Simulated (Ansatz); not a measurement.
```yaml
crystal:
  periodic: [false, false, false]
  atoms:
    - {symbol: F, position_ang: [-1.022720, -1.989825, 0.937641]}
    - {symbol: Ge, position_ang: [-0.147701, -1.090872, -0.264188]}
    - {symbol: O, position_ang: [-0.946541, 0.596624, -0.388060]}
    - {symbol: Si, position_ang: [0.527304, 1.008044, 0.232367]}
    - {symbol: H, position_ang: [-0.368544, -1.867005, -1.567546]}
    - {symbol: H, position_ang: [0.579019, 1.480271, 1.635944]}
    - {symbol: H, position_ang: [1.440381, 1.794764, -0.631859]}
basis:
  gaussian: {orbitals: def2-SVP, final_grid: {core_spheres: 8, valence_spheres: 7, degree: 23}}
magnetization: {spin_polarized: true, initial_magnetization: 2}
hamiltonian: {xc: {name: PBEsol}, dispersion: d3bjatm}
```

```sh
$ ansatz run in.yaml --threads 2 --pin off --events-out ev --progress --plain --max-ram 4352MiB
```

It prints (some lines left out):

```
Functional definition: PBEsol
1012 factors; their error is unknown
mean field evaluation 1: about -69098.9808 eV, gradient 4.3e1 eV
mean field evaluation 2: about -69031.7423 eV, gradient 1.2e2 eV
mean field evaluation 4: about -69103.9442 eV, gradient 1.9e1 eV
mean field evaluation 8: about -69105.2436 eV, gradient 8.3e-2 eV
mean field evaluation 16: about -69105.1667 eV, gradient 8.1e-5 eV
mean field -69105.16673661 eV, -2539.5680364060 hartree, gradient 1.2e-5 eV, S^2 2.003649; 3 other end points of the search recorded, 0 dependent functions left out
reference -69105.16676764 eV, -2539.5680375463 hartree; 34, 32 occupied and 59, 61 virtual orbitals, 1012 factors
Total energy: -69105.22185864 eV, -2539.5700621031 hartree
```

Run time 2.3 s (2 threads of an Arm Neoverse V1 on a shared host); peak host memory 0.13 GiB.
